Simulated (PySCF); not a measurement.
Electric properties by functional and basis

Species: CH7F2Ge2N.
SMILES: `F[CH](F)[GeH2][NH][GeH3]`

PySCF, dipoles from the SCF density, polarisabilities from static response with core orbitals frozen. The structure is a single PBE0-D3(BJ)/def2-SVP conformer in the gas phase; no vibrational or solvent corrections. Relativistic effects, spin–orbit coupling among them, are left out although an element past zinc is present.

The anisotropy is √(½[(α1 − α2)² + (α2 − α3)² + (α3 − α1)²]).

```
              level  μ (D)  α (Å³)  anisotropy (Å³)
      LDA/def2-SVPD  1.383   13.20             3.01
      PBE/def2-SVPD  1.349   12.96             2.94
    B3LYP/def2-SVPD  1.499   12.45             2.65
     PBE0/def2-SVPD  1.483   12.32             2.62
BHandHLYP/def2-SVPD  1.639   11.85             2.35
       HF/def2-SVPD  1.763   11.19             1.99
```

The dipole runs from 1.35 D (PBE/def2-SVPD) to 1.76 D (HF/def2-SVPD). In one basis (def2-SVPD) the functionals order the polarisability from HF (lowest) to LDA (highest), a spread of 18%.
